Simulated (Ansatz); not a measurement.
Ansatz (a program for electronic structure) input (CCSD(T)/aug-cc-pV(D+d)Z):
A basis named .json is the Basis Set Exchange file of that set.

Ansatz 0.2 input:
```yaml
crystal:
  periodic: [false, false, false]
  atoms:
    - {symbol: Si, position_ang: [-0.81035870, -0.04565368, -0.49829258]}
    - {symbol: C, position_ang: [-1.58702104, 1.62382977, -0.78243884]}
    - {symbol: C, position_ang: [-1.60270910, -0.94920039, 0.93061061]}
    - {symbol: O, position_ang: [0.79543573, 0.19134747, -0.18524006]}
    - {symbol: Si, position_ang: [2.18000142, -0.43987120, 0.41578368]}
    - {symbol: H, position_ang: [-0.91772932, -0.87082890, -1.72821354]}
    - {symbol: H, position_ang: [-2.64475551, 1.52090794, -1.03669858]}
    - {symbol: H, position_ang: [-1.09281912, 2.14960176, -1.60148306]}
    - {symbol: H, position_ang: [-1.51308939, 2.24567742, 0.11245645]}
    - {symbol: H, position_ang: [-1.13244446, -1.92097478, 1.09505748]}
    - {symbol: H, position_ang: [-1.51666250, -0.37291890, 1.85467358]}
    - {symbol: H, position_ang: [-2.66458395, -1.12107647, 0.73841552]}
    - {symbol: H, position_ang: [1.91927104, -1.07841015, 1.74004067]}
    - {symbol: H, position_ang: [3.16270998, 0.66681433, 0.57376587]}
basis:
  gaussian:
    orbitals: aug-cc-pV_D+d_Z.json
magnetization: {spin_polarized: true, initial_magnetization: 1}
correlation: {method: ccsd_t, electrons: outside_noble_gas}
output: {forces: true}
```

Output:

```
Functional definition: HF
integrals: 2.04 GiB planned
2142 factors; integrals over basis functions are off by at most 1.1e-3 eV
1.24 GiB of device memory are held for the factors and their scratch space
mean field: 1.45 GiB planned
mean field evaluation 1: about -19961.7978 eV, gradient 3.5e1 eV
mean field evaluation 2: about -19961.7989 eV, gradient 3.5e1 eV
mean field evaluation 4: about -19967.6517 eV, gradient 4.1e0 eV
mean field evaluation 8: about -19967.7857 eV, gradient 1.3e-1 eV
mean field evaluation 16: about -19967.7638 eV, gradient 1.4e0 eV
mean field -19967.78607945 eV, -733.8026037682 hartree, gradient 1.2e-6 eV, S^2 0.753885; 0 other end points of the search recorded, 0 dependent functions left out
13 core orbitals not correlated
reference -19967.78607945 eV, -733.8026037682 hartree; 16, 15 occupied and 185, 186 virtual orbitals, 2142 factors
densities: 16.33 GiB planned
second order -18.84246617 eV of doubles, -0.00000000 eV of singles
coupled cluster: 11.61 GiB planned
cycle   1  -19.96473648 eV  change    -1.1e0 eV  update   1.1e-1
cycle   2  -20.51941292 eV  change   -5.5e-1 eV  update   3.3e-2
cycle   3  -20.66112114 eV  change   -1.4e-1 eV  update   1.8e-2
cycle   4  -20.65975966 eV  change    1.4e-3 eV  update   5.1e-3
cycle   5  -20.65791531 eV  change    1.8e-3 eV  update   2.5e-3
cycle   6  -20.65817475 eV  change   -2.6e-4 eV  update   1.0e-3
cycle   7  -20.65817617 eV  change   -1.4e-6 eV  update   4.2e-4
cycle   8  -20.65825485 eV  change   -7.9e-5 eV  update   1.4e-4
cycle   9  -20.65830074 eV  change   -4.6e-5 eV  update   4.9e-5
cycle  10  -20.65828909 eV  change    1.2e-5 eV  update   2.0e-5
cycle  11  -20.65828782 eV  change    1.3e-6 eV  update   8.6e-6
cycle  12  -20.65829253 eV  change   -4.7e-6 eV  update   3.9e-6
cycle  13  -20.65829442 eV  change   -1.9e-6 eV  update   1.7e-6
perturbative correction -0.63406331 eV, -0.0233013968 hartree
the calculation of the forces begins
1.24 GiB of device memory are held for the factors and their scratch space
Total energy: -19989.07843717 eV, -734.5850834822 hartree
Atom 0 at    -0.810359    -0.045654    -0.498293 Å, force    -0.599083    -0.229167    -0.168051 eV/Å
Atom 1 at    -1.587021     1.623830    -0.782439 Å, force     0.128193    -0.248984     0.027188 eV/Å
Atom 2 at    -1.602709    -0.949200     0.930611 Å, force     0.100391     0.121992    -0.224471 eV/Å
Atom 3 at     0.795436     0.191347    -0.185240 Å, force     0.005728     0.668386    -0.274381 eV/Å
Atom 4 at     2.180001    -0.439871     0.415784 Å, force     0.763523    -0.439659     0.329532 eV/Å
Atom 5 at    -0.917729    -0.870829    -1.728214 Å, force    -0.011931    -0.079514    -0.119647 eV/Å
Atom 6 at    -2.644756     1.520908    -1.036699 Å, force    -0.478326    -0.041090    -0.111460 eV/Å
Atom 7 at    -1.092819     2.149602    -1.601483 Å, force     0.215056     0.240769    -0.367000 eV/Å
Atom 8 at    -1.513089     2.245677     0.112456 Å, force     0.031985     0.279276     0.403258 eV/Å
Atom 9 at    -1.132444    -1.920975     1.095057 Å, force     0.210295    -0.441210     0.077613 eV/Å
Atom 10 at    -1.516663    -0.372919     1.854674 Å, force     0.040980     0.264484     0.418344 eV/Å
Atom 11 at    -2.664584    -1.121076     0.738416 Å, force    -0.484321    -0.078695    -0.073937 eV/Å
Atom 12 at     1.919271    -1.078410     1.740041 Å, force     0.006011    -0.062038     0.081811 eV/Å
Atom 13 at     3.162710     0.666814     0.573766 Å, force     0.071497     0.045452     0.001202 eV/Å
Dipole moment:    -0.217481     0.025608     0.072300 e Å
```

It need not be the lowest isomer of its formula.
